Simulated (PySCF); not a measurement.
**Excitation energy of Ga²⁺ by level of theory**

Ga²⁺ [Ar] 3d10 4s1 (2S) → Ga²⁺ [Ar] 3d9 4s1 4p1 (high-spin determinant), as a difference of total energies. All numbers are calculated (PySCF 2.14, the non-relativistic Hamiltonian (point nucleus), in def2-QZVPPD (12s7p5d4f1g, 95 functions)). Correlated levels: valence and next inner shell: [Ne] frozen. The calculations carry no spin-orbit coupling.

```tsv
method	excitation energy (cm⁻¹)
UHF	175620
LDA	198270
PBE	193760
r2SCAN	189920
B3LYP	192620
HSE06	190850
TPSS	191570
B97-3	193700
SCS-MP2 (valence and next inner shell)	193060
```

Question: Estimate what PBE0 gives.

Answer: 191160 cm⁻¹, closest to HSE06 among the rows shown.

Question: Estimate what MP2 (valence and next inner shell) gives.

Answer: 195090 cm⁻¹, closest to PBE among the rows shown.

A first-order spin-orbit estimate (lowest level to lowest level, LS coupling) adds -0.112 eV.

The determinant of the upper state mixes LS terms, which raises its energy above the lowest term, most at the Hartree-Fock and MP2 levels.
